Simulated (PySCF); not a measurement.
PySCF 2.14 output of an unrestricted BP86 calculation on a single atom or ion in def2-TZVPPD (6s6p4d2f1g, 67 functions), with the non-relativistic Hamiltonian (point nucleus):

```
SCF conv_tol = 1e-09
number electrons alpha = 15  beta = 13
    A. D. Becke.,  Phys. Rev. A 38, 3098 (1988)
    J. P. Perdew.,  Phys. Rev. B 33, 8822 (1986)
cycle= 1 E= -1508.4450322042  delta_E= 0.0401  |g|= 0.609  |ddm|= 0.448
cycle= 2 E= -1508.03531166284  delta_E= 0.41  |g|=  1.7  |ddm|= 0.747
cycle= 3 E= -1508.51204382753  delta_E= -0.477  |g|= 0.159  |ddm|= 0.448
cycle= 4 E= -1508.51616283289  delta_E= -0.00412  |g|= 0.0982  |ddm|= 0.309
cycle= 5 E= -1508.51698953313  delta_E= -0.000827  |g|= 0.0764  |ddm|= 0.0142
cycle= 6 E= -1508.51771452651  delta_E= -0.000725  |g|= 0.0537  |ddm|= 0.0996
cycle= 7 E= -1508.5178001553  delta_E= -8.56e-05  |g|= 0.0498  |ddm|= 0.0028
cycle= 8 E= -1508.51831856581  delta_E= -0.000518  |g|= 0.0048  |ddm|= 0.0251
cycle= 9 E= -1508.51832339595  delta_E= -4.83e-06  |g|= 0.000209  |ddm|= 0.00246
cycle= 10 E= -1508.51832340452  delta_E= -8.57e-09  |g|= 5.63e-05  |ddm|= 0.000104
cycle= 11 E= -1508.51832340519  delta_E= -6.64e-10  |g|= 4.15e-06  |ddm|= 2.85e-05
converged SCF energy = -1508.51832340519  <S^2> = 2.0002953  2S+1 = 3.0001968
```

The run itself started from symmetry-adapted Hartree-Fock orbitals and held the occupation by maximum overlap, on a logarithmic radial grid, so the iterations belong to that start.

Which element, charge and spin multiplicity is this?

Ni (nickel, neutral), multiplicity 3; the state was [Ar] 3d9 4s1, high-spin 3D determinant (an excited configuration).
